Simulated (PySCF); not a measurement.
HO₂, SMILES [O]O, multiplicity 2.

Geometry optimised at B3LYP-D3(BJ)/def2-TZVPD. The isomer is the one that the SMILES or the coordinates give; other isomers of the formula were not compared.

These are TDA-B3LYP/def2-TZVPD run with PySCF values and carry that method's errors.

Vertical excitations. 

Computed excitation energies, oscillator strengths and character:
| state | energy (eV) | λ (nm) | f | main pairs |
|---|---|---|---|---|
| root 1 | 1.21 | 1026 | 0.000 | β HOMO→LUMO 99 % |
| root 2 | 6.07 | 204 | 0.002 | α HOMO→LUMO 15 %, β HOMO→LUMO+1 74 % |
| root 3 | 6.45 | 192 | 0.074 | α HOMO→LUMO 6 %, β HOMO−1→LUMO 82 % |
| root 4 | 6.59 | 188 | 0.000 | α HOMO−1→LUMO 54 %, β HOMO−2→LUMO 43 % |
| root 5 | 6.64 | 187 | 0.004 | α HOMO→LUMO 60 %, β HOMO→LUMO+1 21 %, β HOMO−1→LUMO 7 % |
| root 6 | 6.74 | 184 | 0.002 | α HOMO−1→LUMO 41 %, β HOMO−2→LUMO 55 % |
| root 7 | 7.07 | 175 | 0.002 | α HOMO→LUMO+1 23 %, α HOMO→LUMO 16 %, β HOMO→LUMO+2 42 %, β HOMO→LUMO+7 10 % |
| root 8 | 7.68 | 162 | 0.001 | α HOMO−1→LUMO+1 79 % |
| root 9 | 7.80 | 159 | 0.018 | α HOMO→LUMO+1 52 %, β HOMO→LUMO+2 41 % |
| root 10 | 8.72 | 142 | 0.007 | β HOMO→LUMO+3 94 % |
Unrestricted roots are not spin-pure.
